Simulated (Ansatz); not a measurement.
What each rung costs, and what it gives

Saddle point of BSiH6ClO, closed shell (SiH₄O ([OH][SiH3]) + BH₂Cl ([BH2][Cl]) → BSiH₅O ([BH2][O][SiH3]) + HCl; bonds formed: Cl2–H5; dative contacts that become bonds: B1–O6; bonds broken: B1–Cl2, H5–O6), PBE0-D4/def2-TZVP structure:

B1  (-1.288, 0.321, -0.237)
Cl2  (-1.813, -1.793, -0.304)
H3  (-2.210, 0.798, 0.347)
H4  (-1.031, 0.614, -1.368)
H5  (-0.678, -1.241, 0.447)
O6  (-0.132, -0.053, 0.613)
Si7  (1.458, 0.272, 0.202)
H8  (2.291, -0.294, 1.286)
H9  (1.781, -0.365, -1.098)
H10  (1.622, 1.741, 0.112)
(Å)

Barriers are electronic and count from the start structure reached by relaxing down the imaginary mode.

Computed with Ansatz 0.2.0 (basis: as named in each row); correlated methods freeze the cores. B3LYP uses VWN-RPA correlation. Extrapolation: Hartree–Fock as exp(−7.88 √X), correlation as X^−2.97.

Times are rough, for one single point on 4 threads of a shared host (Intel Xeon).

The estimate by CCSD(T) at an estimated basis limit (MP2 extrapolated from triple and quadruple zeta, plus CCSD(T) − MP2 in triple zeta) is 0.845 eV.

```tsv
method	basis	time (s)	barrier (eV)	method less estimate
HF	STO-3G	under 1	1.941	1.097
PBE-D4	STO-3G	under 1	0.869	0.025
SPW92	def2-SVP	under 1	0.527	-0.318
B3LYP-D4	6-31G	2	1.049	0.205
PBE-D4	def2-SVP	2	0.590	-0.255
PBE0-D4	def2-SVP	2	0.738	-0.107
SPW92	def2-TZVPP	4	0.586	-0.259
PBE-D4	def2-TZVPP	4	0.643	-0.202
BLYP-D4	def2-TZVPP	4	0.642	-0.203
BHLYP-D4	def2-TZVPP	5	0.897	0.053
CCSD(T)	def2-SVP	6	0.826	-0.018
B3LYP-D4	def2-TZVPP	6	0.749	-0.096
wB97M-V	def2-SVP	6	0.788	-0.057
PBE0-D4	def2-TZVPP	6	0.774	-0.071
CAM-B3LYP-D4	def2-TZVPP	6	0.801	-0.044
r2SCAN0-D4	def2-TZVPP	8	0.805	-0.040
r2SCAN-D4	def2-TZVPP	8	0.707	-0.138
B2PLYP	def2-TZVPP	9	0.776	-0.069
RPA on PBE	def2-TZVPP	9	0.778	-0.066
PBE-QIDH	def2-TZVPP	11	0.840	-0.004
wB97X-V	def2-TZVPP	12	0.852	0.007
B97M-V	def2-TZVPP	13	0.844	-0.001
wB97M-V	def2-TZVPP	13	0.840	-0.004
MP2	def2-QZVPP	34	0.803	-0.041
CCSD(T)	def2-TZVPP	100	0.834	-0.011
```

All methods are single points on the PBE0-D4 structures.

T1 diagnostic: at most 0.012.

The step is the kind of ligand exchange by which a precursor binds to a hydroxyl group, or is hydrolysed, in atomic layer deposition of oxides.

Labels in which every atom is bracketed show which atoms are joined, not bond orders.
